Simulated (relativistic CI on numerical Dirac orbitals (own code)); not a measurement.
## Co⁴⁺: K-alpha X-ray emission

Computed with this model: Dirac-Coulomb-Breit CI, separate exchange-only KLI orbitals for each configuration, model QED (radiative potential, 1s self-energy scaled to tabulated hydrogen-like ionisation energies), multiplet model of X-ray emission after core ionisation, unscaled Slater integrals; configurations [Ar] 3d5 → 1s 2s2 2p6 3s2 3p6 3d5 → [He] 2s2 2p5 3s2 3p6 3d5; 300 K; Lorentzian 1.8 eV and Gaussian 0.6 eV FWHM. Energies are those of the free ion, without screening or charge transfer. S is read from ⟨S²⟩ = S(S + 1).

Field parameters in Wybourne normalisation: D3d B²₀ = −7Dσ, B⁴₀ = −14Dq − 21Dτ, B⁴₃ = −14√(10/7) Dq. The field is a parameter set, without covalency.

free ion: ground-state S = 2.50, centroid 6922.29 eV. Peaks (eV, height): 6905.6 (10), 6910.4 (54), 6911.8 (48), 6916.4 (12), 6921.0 (24), 6928.4 (91), 6930.2 (100).

D3d, 10Dq = 24450, Dσ = 450, Dτ = -230 cm⁻¹: ground-state S = 2.50, centroid 6922.29 eV. Peaks (eV, height): 6910.4 (50), 6920.6 (20), 6928.4 (90), 6930.2 (100).

Strongest unbroadened transitions for free ion:

```
Energy (eV)  Relative strength
    6905.17                2.7
    6910.18               10.9
    6910.28               38.6
    6911.71                3.4
    6911.82                4.8
    6912.02               10.4
    6912.13               13.7
    6918.61                4.7
    6920.57                2.6
    6920.65                4.6
    6920.98                3.0
    6921.39                7.6
    6925.88               19.6
    6926.75               16.6
    6926.86               26.6
    6928.35               53.1
    6928.45               19.9
    6930.37              100.0
```
